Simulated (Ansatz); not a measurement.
Start from `[AlH2][O]/C=N\[SiH3]` and change one atom or group to get `[SiH3]/N=C\[SiH2][SiH3]`.

Ansatz, PBE0-D4/def2-TZVP geometries, multiplicity 1. Each molecule was computed in one conformer, which needn't be the lowest.

| property | `[AlH2][O]/C=N\[SiH3]` |
| --- | --- |
| LUMO energy (B3LYP/def2-TZVPP) / eV | -1.90 |
| LUMO energy (ωB97M-V/def2-TZVPP) / eV | -0.07 |
| HOMO energy (PBE/def2-TZVPP) / eV | -6.05 |
| HOMO–LUMO gap (B3LYP/def2-TZVPP) / eV | 5.30 |
| HOMO energy (B3LYP/def2-TZVPP) / eV | -7.19 |
| HOMO–LUMO gap (ωB97M-V/def2-TZVPP) / eV | 9.69 |

Give the same properties after the change, and the shifts. (Best estimate.)

Computed: 
```csv
property,`[SiH3]/N=C\[SiH2][SiH3]`,shift
LUMO energy (B3LYP/def2-TZVPP) / eV,-1.82,0.08
LUMO energy (ωB97M-V/def2-TZVPP) / eV,0.46,0.53
HOMO energy (PBE/def2-TZVPP) / eV,-5.42,0.63
HOMO–LUMO gap (B3LYP/def2-TZVPP) / eV,4.65,-0.65
HOMO energy (B3LYP/def2-TZVPP) / eV,-6.47,0.72
HOMO–LUMO gap (ωB97M-V/def2-TZVPP) / eV,9.36,-0.33
```

With PBE0 the HOMO rises by 0.75 eV and the LUMO rises by 0.05 eV, so the gap narrows by about 0.70 eV. PBE moves the HOMO by 0.63 eV and ωB97M-V by 0.85 eV.

B3LYP here is the variant with VWN-RPA as its local correlation; programs differ in this.
